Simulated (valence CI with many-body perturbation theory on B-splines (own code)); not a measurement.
# Au8+ in brief

Method: configuration interaction combined with many-body perturbation theory (CI+MBPT): three valence electrons over a frozen Dirac-Fock core [Xe] 4f14, a basis of 7 s, 7 p, 8 d, 6 f, 4 g, 1 h functions for each j, with the one-electron correlation potential Σ1, the two-electron term Σ2, the three-electron term Σ3, Breit, model QED; selected CI, second order for the rest, scaled by the run's own slope (own B-spline code, finite nucleus).

No measured spectrum was set against this ion. As an estimate, terms of the open shell hold to 2 to 4 % of their energy, and close levels can change places; different configurations can be misplaced against each other by 1,000 to 8,000 cm⁻¹. Only levels of the ground parity were solved; by the run's estimate the other parity begins above the list, which can be wrong where configurations are misplaced.

Names give the largest LS component (configuration and term), which can be under half, so a name can repeat, a term be missing and a line seem to break the LS rules; names also repeat where a configuration has a term twice.

Rates and lifetimes use the calculated energies. Strong lines usually hold to 10 to 20 %, long lifetimes can be off by a factor of two.

What is the ground level?

5d³ ⁴F_3/2, composition 74 % 5d³ ⁴F + 21 % 5d³ ²D + 4 % 5d³ ²P, g = 0.535.

Name the longest-lived excited levels whose lifetime is computed, and their main decay.

5d³ ²G_9/2 at 2.940 eV lives 1.58 s, mostly by M1 to 5d³ ⁴F_7/2; 5d³ ⁴F_7/2 at 2.498 eV lives 68.9 ms, mostly by M1 to 5d³ ⁴F_5/2.

What is the ionisation energy?

131.14 eV; NIST lists 130.1 ± 2.2 eV (theoretical).

How well does LS coupling describe the low levels?

Among the lowest 20 levels the leading LS term, summed over configurations, holds 73 % on average. For single configurations the figures are 72 % in LS and 82 % in jj coupling. Terms mix most in the J = 9/2 level at 2.940 eV, where the leading one holds 40 %.

How is the term ⁴F of the ground level split?

J = 3/2 at 0.000, J = 5/2 at 1.523, J = 7/2 at 2.498 eV.
